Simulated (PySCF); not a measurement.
**AlSb: from constants to spectrum**

UHF-CCSD(T) constants of AlSb, ³Σ⁻ (triplet), unpaired electrons π ↑↑ (basis Al def2-SVPD, Sb def2-SVPD with ECP28; scalar-relativistic core potentials; PySCF 2.14; masses 26.9815 and 120.9038 u):

* ωe: 251.1 cm⁻¹
* ωexe: 1.02 cm⁻¹
* Be: 0.099601 cm⁻¹
* αe: 0.000534 cm⁻¹
* D (centrifugal): 6.27e-08 cm⁻¹
* De to Al + Sb: 1.47 eV

Problem. Give the vibrational terms G(v) and spacings up to v = 6.

Solution. G(v) = ωe(v+½) − ωexe(v+½)².

```json
{"v": "0", "G(v) (cm⁻¹)": "125.3", "G(v) − G(v−1)": "", "Bv (cm⁻¹)": "0.09933"}
{"v": "1", "G(v) (cm⁻¹)": "374.4", "G(v) − G(v−1)": "249.1", "Bv (cm⁻¹)": "0.09880"}
{"v": "2", "G(v) (cm⁻¹)": "621.4", "G(v) − G(v−1)": "247.0", "Bv (cm⁻¹)": "0.09827"}
{"v": "3", "G(v) (cm⁻¹)": "866.4", "G(v) − G(v−1)": "245.0", "Bv (cm⁻¹)": "0.09773"}
{"v": "4", "G(v) (cm⁻¹)": "1109.3", "G(v) − G(v−1)": "242.9", "Bv (cm⁻¹)": "0.09720"}
{"v": "5", "G(v) (cm⁻¹)": "1350.2", "G(v) − G(v−1)": "240.9", "Bv (cm⁻¹)": "0.09666"}
{"v": "6", "G(v) (cm⁻¹)": "1589.1", "G(v) − G(v−1)": "238.9", "Bv (cm⁻¹)": "0.09613"}
```

Problem. How well does the Morse estimate ωe²/(4ωexe) reproduce De, and what is D0?

Solution. It gives 1.92 eV, 130 % of the computed De. D0 = De − G(0) = 1.47 − 0.02 = 1.45 eV.

Correlated steps freeze 9 core orbitals. Correlated levels converge slowly with the basis: in double zeta they bind strong bonds too weakly, by up to about 1 eV, and carry superposition errors of some tenths. These are scalar-relativistic numbers at best; spin–orbit coupling would shift them, the dissociation energy most. The state was picked by a PBE0 search and need not be the measured ground state.
